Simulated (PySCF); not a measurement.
Scan of H2B (cation, charge +1), singlet: symmetric bend, bond length relaxed. Scanned: H-B-H angle. Other coordinates (B-H bond length) were minimised at B3LYP/def2-TZVP.

Cartesian coordinates as functions of the variables (Å; names that start with a are angles):
```
B  0  0  0
H  r*sin(a/2)  0  r*cos(a/2)
H  -r*sin(a/2)  0  r*cos(a/2)
```

Levels: RHF/cc-pVTZ (PySCF); B3LYP/cc-pVTZ (PySCF); MP2 on RHF/cc-pVTZ, 1 core orbital frozen (PySCF); CCSD on RHF/cc-pVTZ, 1 core orbital frozen (PySCF); CAM-B3LYP/cc-pVTZ (PySCF); CCSD(T) on RHF/cc-pVTZ, 1 core orbital frozen (PySCF).

Energies in eV, each method relative to its own lowest point.

```
a / °    RHF  B3LYP    MP2   CCSD  CAM-B3LYP  CCSD(T)
-----  -----  -----  -----  -----  ---------  -------
180    0.000  0.000  0.000  0.000      0.000    0.000
170    0.035  0.033  0.033  0.033      0.033    0.033
160    0.142  0.133  0.134  0.132      0.133    0.131
150    0.323  0.300  0.305  0.299      0.301    0.298
140    0.579  0.538  0.548  0.537      0.540    0.535
130    0.916  0.850  0.868  0.849      0.853    0.847
120    1.340  1.240  1.269  1.240      1.245    1.237
110    1.857  1.717  1.759  1.718      1.724    1.713
100    2.479  2.287  2.347  2.290      2.297    2.284
90     3.215  2.960  3.042  2.966      2.975    2.957
80     4.078  3.747  3.857  3.755      3.768    3.743
70     5.077  4.656  4.804  4.660      4.685    4.641
60     6.213  5.685  5.889  5.633      5.727    5.583
```
